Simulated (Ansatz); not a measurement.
Isolated molecules relaxed with PBE0-D4/def2-TZVP in Ansatz; ΔE leaves out vibrations. CCSD(T)/CBS adds triple-zeta CCSD(T) − MP2 to the extrapolated MP2 energy (def2 sets, frozen cores). This one scheme is used for every species. DFT in def2-TZVPP. B3LYP here is the variant with VWN-RPA as its local correlation; programs differ in this. One conformer a species, not always the lowest.

`CS[SiH2]BCl` + H₂O → `CS[SiH2]O` + `BCl`  (formal hydrolysis of the Si–B bond)

(1) Is it downhill or uphill in electronic energy at CCSD(T)/CBS, and by how much? (An estimate is asked.)

(2) What do these levels give: r2SCAN-D4, B3LYP-D4, SCS-MP2/def2-TZVPP, CCSD/def2-TZVPP, MP2/def2-QZVPP, SCS-MP2/def2-QZVPP? (Best estimate.)

Largest T1 diagnostic among the species: 0.012.

Results:

(1) Computed: Downhill: ΔE = -114.3 kJ/mol.

(2) Computed: r2SCAN-D4 -116.8, B3LYP-D4 -117.6, SCS-MP2/def2-TZVPP -127.7, CCSD/def2-TZVPP -120.8, MP2/def2-QZVPP -122.1, SCS-MP2/def2-QZVPP -126.5 kJ/mol.

From PBE to PBE0 (25 % exact exchange), in def2-TZVPP and without D4, ΔE moves by −5.1 kJ/mol. In def2-TZVPP, CCSD(T) changes the Hartree–Fock value by +27.5 kJ/mol (the triples alone add +3.5 kJ/mol) and MP2 by +21.4 kJ/mol. The D4 term adds +8.5 kJ/mol with B3LYP and +5.0 kJ/mol with PBE0; it sums over pairs of atoms, weighted by their polarisabilities, and B3LYP, whose exchange is more repulsive, gets the larger term.
